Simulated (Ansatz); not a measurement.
Problem. Name a neutral molecule of B, C, F, O and H with LUMO energy (ωB97M-V/def2-TZVPP) between 1.95 and 2.25 eV and HOMO–LUMO gap (PBE/def2-TZVPP) between 7.35 and 7.65 eV (Ansatz, PBE0-D4/def2-TZVP geometry).

Solution. `CB(O)OCF` (2.22 eV, 7.38 eV). Other molecules can fit too; these were computed, each in one conformer that needn't be the lowest.
